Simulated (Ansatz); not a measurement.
Mulliken charges of `[CH3][Al]([CH3])[F]` from B3LYP/def2-TZVPP in Ansatz (PBE0-D4/def2-TZVP geometry).

```csv
atom,x (Å),y (Å),z (Å),charge (e)
C1,-0.567,1.413,-0.858,-0.455
Al2,-0.289,-0.445,-0.364,0.705
C3,0.795,-1.093,1.112,-0.453
F4,-1.047,-1.601,-1.281,-0.368
H5,-1.184,1.517,-1.753,0.104
H6,-1.054,1.963,-0.047,0.092
H7,0.387,1.917,-1.044,0.093
H8,0.189,-1.677,1.813,0.093
H9,1.270,-0.284,1.672,0.096
H10,1.583,-1.762,0.753,0.093
```

Task: By hand: the dipole of these point charges (1 e Å = 4.8032 D).

Result: Σ q r = (0.182, 0.297, 0.217) e Å, of length 0.410 e Å = 1.97 D.

Task: How does the dipole of the full density compare? (Estimate.)

Result: Ansatz gave: (0.178, 0.271, 0.214) e Å, 1.87 D; the point charges give 1.05 times that, at 2° from its direction.

Point charges leave out the atoms' own dipoles, such as those of lone pairs, and Mulliken's split depends on the basis, so the close match here is no proof of good charges.

B3LYP here is the variant with VWN-RPA as its local correlation; programs differ in this.
